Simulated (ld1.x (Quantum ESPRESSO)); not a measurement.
## Before and after: ultrasoft potential for B

| Quantity | Value |
| --- | --- |
| Element | B |
| Generator | ld1.x (Quantum ESPRESSO) 7.5 |
| Type | ultrasoft |
| Functional | PBEsol |
| Relativity | non-relativistic |
| Frozen core | [He] |
| Valence charge | 3 |
| Reference configuration | 2s2 2p0.75 (charge +0.25) |
| Partial waves | 2s (bound): rcut 0.90, rcutus 1.15 bohr; 2s channel at 2.15 Ry: rcut 0.90, rcutus 1.15 bohr; 2p (bound): rcut 2.15, rcutus 2.85 bohr; 2p channel at 3.7 Ry: rcut 2.15, rcutus 2.85 bohr; 3d channel at -0.15 Ry: rcut 2.65, rcutus 2.95 bohr; 3d channel at 1.1 Ry: rcut 2.65, rcutus 2.95 bohr |
| Local potential | all-electron potential smoothed inside 2.75 bohr (lloc = -1) |
| Core correction | a·sin(br)/r model core, default radius (core density twice the valence density) |
| Augmentation charge | PSQ, inside the norm-conserving radii |

Change: waves 2s (bound): rcut 0.90, rcutus 1.38 bohr; 2s channel at 2.15 Ry: rcut 0.90, rcutus 1.38 bohr.

Cutoffs: the cutoffs (Ry, on a coarse ladder) from which the occupation-weighted sum of valence levels, in a spherical-Bessel basis at the reference potential, stays within 10 and 1 mRy of its value at 400 Ry; they do not see the model core or the augmentation charge, which bear on the density cutoff. Errors are all-electron minus pseudo energies relative to the spin-unpolarised reference configuration.

Task: Predict the effect on cutoff, ghosts and configuration errors.

Result: The potential gets softer (21 Ry and 30 Ry → 12 Ry and 18 Ry); the errors of the 7 common tests hardly move; neither file shows a bound ghost. A larger radius leaves more room for a smooth pseudo-wave, so fewer plane waves are needed.

```csv
quantity,base,changed
"cutoff, loose",21 Ry,12 Ry
"cutoff, tight",30 Ry,18 Ry
loose cutoff by channel (10 mRy a level),"s 18 Ry, p 8 Ry","s 8 Ry, p 8 Ry"
bound ghosts,none,none
"error for 2s2 2p1, meV [ΔE -1.15 eV]",+0.5,+0.5
"error for 2s2 2p0, meV [ΔE 6.99 eV]",+7.2,+7.0
"error for 2s1 2p0, meV [ΔE 32.25 eV]",+32,+32
"error for 2s2 2p0.5, meV [ΔE 1.71 eV]",+0.7,+0.7
"error for 2s1 2p2, meV [ΔE 4.66 eV]",+8.7,+7.6
"error for 2s2 2p1.3, meV [ΔE -1.87 eV]",+2.1,+2.1
"error for 2s0 2p3, meV [ΔE 10.49 eV]",+28,+24
s: phases at 3.19 bohr within 0.05 rad from the reference energy up to (Ry; the scan ends near 5),to the end of the scan,to the end of the scan
p: phases at 3.19 bohr within 0.05 rad from the reference energy up to (Ry; the scan ends near 5),1.0,1.0
d: phases at 3.19 bohr within 0.05 rad from the reference energy up to (Ry; the scan ends near 5),3.3,3.3
lowest overlap eigenvalue by channel,"s 0.45, p 0.79, d 0.96","s 0.56, p 0.79, d 0.96"
```
